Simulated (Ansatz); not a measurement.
Cost and result up the ladder for SiClEt3 (C₆H₁₅ClSi) (23 atoms). The state is a singlet with charge 0. Geometry: r2SCAN-D4/def2-SVP.

```csv
atom,x (Å),y (Å),z (Å)
Si1,-0.058,0.044,-0.196
Cl2,-0.630,0.512,-2.171
C3,1.413,-1.121,-0.317
C4,2.642,-0.541,-1.024
H5,1.071,-2.036,-0.835
H6,1.668,-1.439,0.712
H7,3.453,-1.283,-1.104
H8,2.390,-0.209,-2.044
H9,3.048,0.330,-0.485
C10,-1.538,-0.776,0.622
C11,-2.018,-2.065,-0.049
H12,-2.357,-0.034,0.652
H13,-1.268,-0.963,1.680
H14,-2.909,-2.478,0.450
H15,-2.279,-1.886,-1.105
H16,-1.242,-2.848,-0.031
C17,0.398,1.667,0.637
C18,-0.731,2.701,0.703
H19,1.267,2.086,0.098
H20,0.766,1.425,1.653
H21,-0.393,3.643,1.163
H22,-1.107,2.937,-0.305
H23,-1.585,2.335,1.295
```

Ansatz on 4 threads of Intel Xeon on a shared host. Times are rough, and most runs start from the orbitals of an earlier one. PBE0-D4/def2-TZVP serves as the yardstick here, not as an exact answer. Differences are given only for rows in sets of like size (and for xTB, whose basis is part of the method), since another set adds its own error. Binding counts from free atoms at the same level (Si triplet, Cl doublet, C triplet, H doublet; other spins of the atoms weren't run), without zero-point energy or a counterpoise term.

B3LYP takes the VWN-RPA correlation. Correlated methods freeze 16 core orbitals. The rows differ in basis, and correlated rows in double-zeta sets carry the largest basis error.

Correlated methods converge slowly with the basis, most of all in double-zeta sets.

```json
{"level": "HF/6-31G", "functions": "110", "wall time": "2.6 s", "binding energy per atom (eV)": "2.90", "difference from PBE0-D4/def2-TZVP (eV)": "–"}
{"level": "B3LYP-D4/6-31G", "functions": "110", "wall time": "4.9 s", "binding energy per atom (eV)": "3.92", "difference from PBE0-D4/def2-TZVP (eV)": "–"}
{"level": "PBE-D4/def2-SVP", "functions": "195", "wall time": "5.5 s", "binding energy per atom (eV)": "4.10", "difference from PBE0-D4/def2-TZVP (eV)": "–"}
{"level": "PBE0-D4/def2-SVP", "functions": "195", "wall time": "8.5 s", "binding energy per atom (eV)": "4.07", "difference from PBE0-D4/def2-TZVP (eV)": "–"}
{"level": "PBE-D4/def2-TZVP", "functions": "350", "wall time": "9.1 s", "binding energy per atom (eV)": "4.07", "difference from PBE0-D4/def2-TZVP (eV)": "0.03"}
{"level": "BLYP-D4/def2-TZVP", "functions": "350", "wall time": "11 s", "binding energy per atom (eV)": "3.99", "difference from PBE0-D4/def2-TZVP (eV)": "-0.05"}
{"level": "r2SCAN-D4/def2-TZVP", "functions": "350", "wall time": "15 s", "binding energy per atom (eV)": "4.03", "difference from PBE0-D4/def2-TZVP (eV)": "-0.01"}
{"level": "B3LYP-D4/def2-TZVP", "functions": "350", "wall time": "20 s", "binding energy per atom (eV)": "4.02", "difference from PBE0-D4/def2-TZVP (eV)": "-0.02"}
{"level": "MP2/def2-TZVP", "functions": "350", "wall time": "23 s", "binding energy per atom (eV)": "3.92", "difference from PBE0-D4/def2-TZVP (eV)": "-0.12"}
{"level": "PBE0-D4/def2-TZVP (with forces)", "functions": "350", "wall time": "31 s", "binding energy per atom (eV)": "4.04", "difference from PBE0-D4/def2-TZVP (eV)": "0.00"}
{"level": "B97M-V/def2-TZVP", "functions": "350", "wall time": "32 s", "binding energy per atom (eV)": "4.02", "difference from PBE0-D4/def2-TZVP (eV)": "-0.02"}
{"level": "CCSD(T)/def2-SVP", "functions": "195", "wall time": "3.1 min", "binding energy per atom (eV)": "3.85", "difference from PBE0-D4/def2-TZVP (eV)": "–"}
```
